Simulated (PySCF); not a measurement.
SMILES c1(occc1)[SiH2]c1cscc1, GFN2-xTB optimised geometry.

```
19

C     -0.29    -4.15    -3.07
C      0.50    -5.02    -2.38
O      1.08    -4.42    -1.34
C      0.66    -3.13    -1.33
Si     1.33    -2.01     0.02
C      0.27    -0.46     0.00
C     -1.15    -0.46     0.00
C     -1.69     0.78     0.00
S     -0.48     2.01    -0.01
C      0.75     0.81     0.00
C     -0.18    -2.92    -2.39
H     -0.87    -4.36    -3.95
H      0.72    -6.06    -2.53
H      1.20    -2.70     1.31
H      2.73    -1.65    -0.24
H     -1.74    -1.36     0.00
H     -2.73     1.07    -0.01
H      1.78     1.13     0.00
H     -0.67    -2.00    -2.64
```

Density from PySCF with B3LYP/def2-SVP at that geometry.

Minimum of the electron density along straight lines between bonded atoms, close to the bond critical point (lines longer than 1.1 times the sum of covalent radii, or with two minima, are not listed):

| bond | length / Å | ρ at the minimum / e bohr⁻³ | ∇²ρ there / e bohr⁻⁵ | position (fraction from the first atom) |
|---|---|---|---|---|
| C1–C2 | 1.362 | 0.328 | -0.85 | 0.48 |
| C2–O3 | 1.339 | 0.294 | (withheld) | 0.33 |
| O3–C4 | 1.356 | 0.278 | (withheld) | 0.67 |
| C4–Si5 | 1.874 | 0.113 | 0.38 | 0.62 |
| Si5–C6 | 1.878 | 0.113 | 0.34 | 0.38 |
| C6–C7 | 1.423 | 0.290 | -0.70 | 0.50 |
| C7–C8 | 1.353 | 0.328 | -0.85 | 0.49 |
| C8–S9 | 1.721 | 0.216 | -0.47 | 0.47 |
| C6–C10 | 1.360 | 0.322 | -0.81 | 0.48 |
| S9–C10 | 1.719 | 0.217 | -0.47 | 0.53 |
| C1–C11 | 1.412 | 0.295 | -0.71 | 0.50 |
| C4–C11 | 1.370 | 0.323 | -0.82 | 0.51 |
| C1–H12 | 1.071 | 0.286 | -1.11 | 0.63 |
| C2–H13 | 1.073 | 0.291 | -1.17 | 0.65 |
| Si5–H14 | 1.469 | 0.117 | 0.33 | 0.49 |
| Si5–H15 | 1.468 | 0.117 | 0.33 | 0.49 |
| C7–H16 | 1.075 | 0.286 | -1.10 | 0.63 |
| C8–H17 | 1.072 | 0.286 | -1.12 | 0.64 |
| C10–H18 | 1.072 | 0.287 | -1.13 | 0.64 |
| C11–H19 | 1.071 | 0.287 | -1.12 | 0.64 |

Complete the blanks.


- C2–O3, ∇²ρ there / e bohr⁻⁵: 0.06
- O3–C4, ∇²ρ there / e bohr⁻⁵: 0.09
